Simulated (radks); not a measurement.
Values are calculated unless marked as measured or tabulated.
All-electron atom: Co IV in [Ar] 3d6.

Code: a radial shooting solver on a logarithmic mesh with Libxc functionals. Model: Dirac Kohn-Sham, PBE, spin-unpolarised, spherical densities, finite nucleus; open shells fill j = l - 1/2 first; Fermi nuclear charge, rms radius 3.7875 fm.

Energy parts (eV):
total: -37848.861
kinetic: 38420.224
electron-nucleus: -89838.686
Hartree: 15157.124
exchange-correlation: -1587.523

Orbitals (lengths in bohr, moments of r in powers of bohr; <r^-3> diverges for s and p1/2):
orbital  occ.  eigenvalue (eV)  <r^-3>     <r^2>
1s1/2       2        -7630.376       -  0.004247
2s1/2       2        -937.9161       -   0.07698
2p1/2       2        -818.7874       -   0.06107
2p3/2       4        -803.9656   535.0   0.06267
3s1/2       2        -140.6746       -    0.6804
3p1/2       2        -104.9707       -    0.7510
3p3/2       4        -103.0779   68.82    0.7681
3d3/2       4         -45.2580   6.790     1.113
3d5/2       2         -45.0373   6.664     1.122

The highest occupied level is 3d5/2 at -45.037 eV. Summed over all electrons, <r^2> = 13.17 bohr^2, which gives a Langevin (diamagnetic) susceptibility term of -10.4 x 10^-6 cm^3/mol. For comparison, the ionisation energy in NIST's Atomic Spectra Database is 51.3 eV (semi-empirical). In exact Kohn-Sham theory the highest level is minus the ionisation energy, but local and semilocal functionals leave it too shallow, through self-interaction and a potential that decays too fast; potentials with the right tail come closer.

Beside tabulated values, note that spin-unpolarised runs miss the spin-polarisation part of the exchange energy of open shells.
